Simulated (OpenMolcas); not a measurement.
**Lines of Ta⁺: computed and rescaled rates**

```json
{
  "Program": "OpenMolcas 26.06",
  "Method": "MS-CASPT2, IPEA 0.25 Eh, imaginary shift 0.1 Eh (closed shells correlated: 5s 5p)",
  "Basis": "ANO-RCC-VTZP [8s7p5d3f2g1h]",
  "Scalar Hamiltonian": "DKH2, point nucleus",
  "Active space": "4 electrons in 11 orbitals (5d 6s 6d)",
  "State averaging": "2S+1 = 5 even, 15 roots; 2S+1 = 3 even, 45 roots kept (CI in the orbitals of an earlier block); 2S+1 = 1 even, 14 roots kept (CI in the orbitals of an earlier block)",
  "Spin-orbit coupling": "state interaction with AMFI integrals over the reference wave functions, term energies averaged over their components"
}
```

Rates come from the transition moments of the reference wave functions (E1 and E2 in the length form). At fixed line strength A goes as λ^-3 for E1 and M1 and as λ^-5 for E2, so a rate at the computed wavelength can be rescaled to the measured one. Measured vacuum wavelengths follow from level energies in NIST Handbook of Basic Atomic Spectroscopic Data. Branching counts decays inside the model space alone, at computed energies, and the table is only a selection of the M1 lines, drawn from those between levels with measured partners whose computed energy lies within a factor of 1.5 of the measured one.

| Upper | Lower | Type | λ computed (nm) | λ measured (nm) | A computed (s-1) | A rescaled (s-1) | Branching % |
| --- | --- | --- | --- | --- | --- | --- | --- |
| 5d3 6s 5F2 | 5d3 6s 5F1 | M1 | 9363 | 9696 | 7.36e-02 | 6.63e-02 | 100.0 |
| 5d3 6s 5F3 | 5d3 6s 5F2 | M1 | 5832 | 6208 | 3.29e-01 | 2.73e-01 | 100.0 |
| 5d3 6s 5F5 | 5d3 6s 5F4 | M1 | 5155 | 5646 | 2.27e-01 | 1.73e-01 | 100.0 |
| 5d3 6s 5F4 | 5d3 6s 5F3 | M1 | 5062 | 5638 | 4.17e-01 | 3.02e-01 | 100.0 |
| 5d2 6s2 3F4 | 5d2 6s2 3F3 | M1 | 3014 | 3431 | 7.01e-01 | 4.75e-01 | 94.0 |
| 5d2 6s2 3F3 | 5d2 6s2 3F2 [65 %] | M1 | 2860 | 2739 | 8.43e-01 | 9.60e-01 | 95.9 |
| 5d2 6s2 3F2 [65 %] | 5d3 6s 5F1 | M1 | 2649 | 3145 | 1.04e-01 |  | 97.0 |

Spin-changing lines and M1 lines between different terms are not rescaled, since their strength hangs on the term gaps too.

The largest correction is for 5d2 6s2 3F4 → 5d2 6s2 3F3 (M1): 7.01e-01 × (3014 / 3431)^3 = 4.75e-01 s-1, a factor of 0.68.

The computed rate and branching of 5d3 6s 5F2 → 5d3 6s 5F1 give the upper level a radiative lifetime of 1.000 / 7.36e-02 s-1 = 1.36e+01 s, counting decays inside the model space alone. The rescaled rate gives about 1.5e+01 s.

These are rates of the free ion; in crystals, glasses and complexes forced electric-dipole and non-radiative decay shorten such lifetimes by orders of magnitude. No measured rate stands beside these. Rescaling mends the energy factor alone: line strengths can still be far off where a level mixes with configurations outside the active space, and weak or spin-changing lines hang on small mixing coefficients that depend on the term gaps too, so rescaling need not improve them.

Term energies are means over components that CASPT2 splits; among the terms shown or strongly mixed into the levels shown the widest spread is 640 cm-1 (5d3 6s 5F). Terms from blocks run as CI alone lack orbitals of their own. Active for correlation alone: 6d; no level in the range computed is led by a configuration that fills it, so any true level of that kind is missing. Computed and measured levels are paired by configuration, term and J; levels that our copy of the source lacks, or whose pairing is in doubt (as where it misses far off the trend of its configuration), stay unpaired. Levels of configurations outside the active space are missing.

A share in square brackets marks a mixed level and gives the weight of the term that names it.
